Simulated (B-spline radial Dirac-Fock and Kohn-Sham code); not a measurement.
Z = 10 (neon), transition energy 500 keV. Level of theory: a Dirac-Hartree-Slater potential of the neutral atom with a Latter tail (no hole, which puts coefficients of high multipoles low close above an edge), finite nucleus with surface currents; a radial finite-basis atomic code. Subshells that would emit electrons below 1 keV are left out.

Task: A pure transition shows α(K) = 0.000828, L1/L2 = 210 and L1/L3 = 303. What is its multipolarity?
A. M3
B. E1
C. E2
D. E3
E. M2
F. E4
G. M1
H. M4

Result: H. For comparison, α(K), L1/L2, L1/L3 are E1 2.46e-05, 1510, 647; E2 8.92e-05, 727, 524; E3 0.000287, 354, 359; E4 0.000888, 197, 240; M1 2.93e-05, 924, 1070; M2 9.07e-05, 498, 983; M3 0.000275, 309, 558.

Values without a named source are computed, but for edge energies of neutral atoms, which are taken from tables.
